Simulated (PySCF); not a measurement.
Cartesian coordinates in Å; atom numbers follow the order of the lines, from 1:
```xyz
16

C     3.7455   -0.5517    0.3559
C     2.4043   -0.0880    0.0859
C     1.2832    0.2949   -0.1331
Si   -0.4108    0.9105   -0.5114
O    -1.3992   -0.2347   -1.1588
C    -2.3867   -0.6388   -0.2589
C    -2.4599    0.4107    0.8712
O    -1.2558    1.1152    0.8852
H     4.0766   -0.1856    1.3274
H     3.7695   -1.6411    0.3583
H     4.4250   -0.1849   -0.4129
H    -0.4571    2.0899   -1.3599
H    -2.1169   -1.6205    0.1463
H    -3.3387   -0.7219   -0.7898
H    -2.6072   -0.0596    1.8466
H    -3.2795    1.1145    0.6884
```

Geometry: GFN2-xTB; GIAO shifts from PySCF, gas phase, non-relativistic, averaged over equivalent atoms.

At PBE0/pcSseg-1 (183 basis functions, 25 s wall time on 1 thread of an Arm Neoverse V2, shared host):
```tsv
atoms	δ (ppm)
C2	109.4
C3	85.3
C6/C7	66.0
C1	5.6
Si4	-26.0
O5/O8	38.6
H12	4.80
H13/H15	4.28
H14/H16	4.17
H9/H10/H11	2.05
```

Chemical shifts δ = σref − σ; TMS for $^{13}$C (σ = 186.93 ppm), $^{29}$Si (σ = 349.16 ppm), $^{1}$H (σ = 31.72 ppm); $^{17}$O (σ = 336.08 ppm) vs H2O, all at this level.

Predict the values at X3LYP/def2-SVPD on the same geometry.

## Answers


```csv
atoms,δ at X3LYP/def2-SVPD,change
C2,95.4,-14.0
C3,74.8,-10.5
C6/C7,60.8,-5.2
C1,1.7,-3.9
Si4,-61.9,-35.9
O5/O8,36.7,-1.9
H12,5.21,+0.41
H13/H15,4.26,-0.02
H14/H16,4.19,+0.02
H9/H10/H11,2.12,+0.07
```

Chemical shifts δ = σref − σ; TMS for $^{13}$C (σref 190.47) and $^{29}$Si (σref 379.83) and $^{1}$H (σref 31.98); $^{17}$O (σref 337.09) against H2O, all at this level.

The largest change is at Si4 (silicon bonded to C, 2 O, H, in a 5-membered ring). Cost: 234 basis functions, 32 s wall time on 1 thread of an Arm Neoverse V2, shared host. The order of the carbon signals is the same at both levels.

Experimental scales use liquid or dissolved standards, which lie at an offset from isolated H2O (liquid H2O: subtract about 36 ppm).
